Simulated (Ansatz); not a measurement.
Cost and result for the atomization energy of CH8OSi2, SMILES `C[SiH2][SiH2]O` (12 atoms, 11 bonds).

Z-matrix (Å, degrees):
```
C
Si 1 1.878
H 1 1.092 2 110.9
H 1 1.092 2 110.7 3 -120.1
H 1 1.092 2 110.8 3 120.0
Si 2 2.348 1 111.4 3 -58.8
H 2 1.491 1 110.3 3 179.0
H 2 1.494 1 109.9 3 61.3
O 6 1.656 2 112.9 1 176.6
H 6 1.495 2 108.5 1 53.0
H 6 1.486 2 111.2 1 -65.2
H 9 0.958 6 117.2 2 -53.0
```

Charge 0, multiplicity 1. The structure was optimised at the PBE0-D4/def2-TZVP level. It is one conformer, not always the lowest. Program: Ansatz. All runs use 4 threads of a server CPU on a shared host. Times are those of one run each, without the atoms' runs, and a repeat can differ threefold. Electronic energies, without spin–orbit coupling; frozen cores. CCSD(T)/CBS adds CCSD(T) − MP2 in def2-TZVPP to the MP2 limit, and its time is that of the two runs behind it. T1 = 0.012. B3LYP takes the VWN-RPA correlation (the form of Gaussian; ORCA's B3LYP/G).

CCSD(T)/CBS is a level of theory with its own doubt, some kJ/mol a heavy atom from the limit and from the frozen cores, so smaller differences don't rank the functionals.

```json
{"level": "PBE-D4/def2-TZVPP (with forces)", "functions": "258", "wall time": "2.5 s", "atomization (kcal/mol)": "973.8", "difference from CCSD(T)/CBS": "-3.2", "per bond": "-0.3"}
{"level": "PBE0-D4/def2-TZVPP", "functions": "258", "wall time": "3 s", "atomization (kcal/mol)": "965.7", "difference from CCSD(T)/CBS": "-11.3", "per bond": "-1.0"}
{"level": "B3LYP-D4/def2-TZVPP (with forces)", "functions": "258", "wall time": "4.7 s", "atomization (kcal/mol)": "973.0", "difference from CCSD(T)/CBS": "-4.0", "per bond": "-0.4"}
{"level": "r2SCAN-D4/def2-TZVPP (with forces)", "functions": "258", "wall time": "4.8 s", "atomization (kcal/mol)": "974.4", "difference from CCSD(T)/CBS": "-2.6", "per bond": "-0.2"}
{"level": "B2PLYP/def2-TZVPP", "functions": "258", "wall time": "5 s", "atomization (kcal/mol)": "962.0", "difference from CCSD(T)/CBS": "-15.0", "per bond": "-1.4"}
{"level": "ωB97X-V/def2-TZVPP", "functions": "258", "wall time": "8 s", "atomization (kcal/mol)": "979.2", "difference from CCSD(T)/CBS": "2.2", "per bond": "0.2"}
{"level": "ωB97M-V/def2-TZVPP (with forces)", "functions": "258", "wall time": "12 s", "atomization (kcal/mol)": "975.2", "difference from CCSD(T)/CBS": "-1.8", "per bond": "-0.2"}
{"level": "MP2/def2-QZVPP", "functions": "494", "wall time": "22 s", "atomization (kcal/mol)": "969.3", "difference from CCSD(T)/CBS": "-7.7", "per bond": "-0.7"}
{"level": "CCSD(T)/def2-TZVPP", "functions": "258", "wall time": "2 min", "atomization (kcal/mol)": "952.0", "difference from CCSD(T)/CBS": "-25.0", "per bond": "-2.3"}
{"level": "CCSD(T)/CBS(def2)", "functions": "–", "wall time": "2.4 min", "atomization (kcal/mol)": "977.0", "difference from CCSD(T)/CBS": "0.0", "per bond": "0.0"}
```

In def2-TZVPP, CCSD(T) changes the Hartree–Fock value by +219.7 kcal/mol (the triples alone add +9.8 kcal/mol) and MP2 by +222.1 kcal/mol; breaking electron pairs costs correlation energy, which Hartree–Fock lacks. From PBE to PBE0 (25 % exact exchange), in def2-TZVPP and without D4, the atomization energy moves by −7.3 kcal/mol: exact exchange takes away binding that semilocal exchange gives to molecules. The D4 term adds +8.7 kcal/mol with B3LYP and +4.6 kcal/mol with PBE0; it sums over pairs of atoms, weighted by their polarisabilities, and B3LYP, whose exchange is more repulsive, gets the larger term.
